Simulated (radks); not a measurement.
Charge is removed step by step from the 2s down level of Ga+, starting from [He] 2s(up 1, down 1) 2p6 3s2 3p6 3d10 4s2. Method: scalar-relativistic Kohn-Sham, r2SCAN, spin-polarised, spherical densities, finite nucleus; meta-GGA in the generalised Kohn-Sham scheme; Fermi nuclear charge, rms radius 3.9973 fm; computed with a radial shooting solver on a logarithmic mesh with Libxc functionals.

removed (e),E - E(0) (eV),eigenvalue (eV),E minus straight line (eV)
0,0.000,-1282.2,0.000
0.125,160.60,-1288.3,-2.698
0.25,321.96,-1294.5,-4.627
0.375,484.10,-1300.7,-5.785
0.5,647.01,-1306.8,-6.172
0.625,810.69,-1313.0,-5.787
0.75,975.14,-1319.2,-4.629
0.875,1140.4,-1325.3,-2.700
1,1306.4,-1331.5,0.000

Removing the whole electron costs 1306.4 eV by Delta-SCF, against 1282.2 eV from minus the eigenvalue at the starting occupation. Slater's transition state (half an electron removed) gives 1306.8 eV. Integrating minus the eigenvalue over the occupation (Janak's theorem) gives 1306.8 eV. In this scalar-relativistic scheme the density is built from large components alone, so the theorem holds only approximately. The mean slope of the eigenvalue, de/dn, is 49.3 eV per electron.
